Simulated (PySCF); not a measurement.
InHCl₂, SMILES [Cl][InH][Cl]. Geometry optimised at PBE0-D3(BJ)/def2-TZVP. The def2 effective core potentials stand for the cores of In; spin–orbit coupling is left out.

The numbers are results of PySCF 2.14.0 with PBE0-D3(BJ)/def2-TZVP, not measurements.

Harmonic wavenumbers (cm⁻¹): 101, 362, 367, 379, 466, 1909. Rotational constants (GHz): 6.460, 1.941, 1.493; symmetry number 2.

### Question
Work out the zero-point energy and the ideal-gas rigid-rotor harmonic-oscillator thermochemistry at 298.15 K and 1 atm.

### Answer
ZPE = ½ Σ hcν = ½ × 3585 cm⁻¹ = 5.12 kcal/mol. H − E(el) = 8.75 kcal/mol. Entropy in cal/(mol K): translation 41.58, rotation 25.87, vibration 7.44, total 74.88. G − E(el) = -13.57 kcal/mol. Cp = 15.84 cal/(mol K). Modes under 150 cm⁻¹ make the vibrational entropy uncertain.
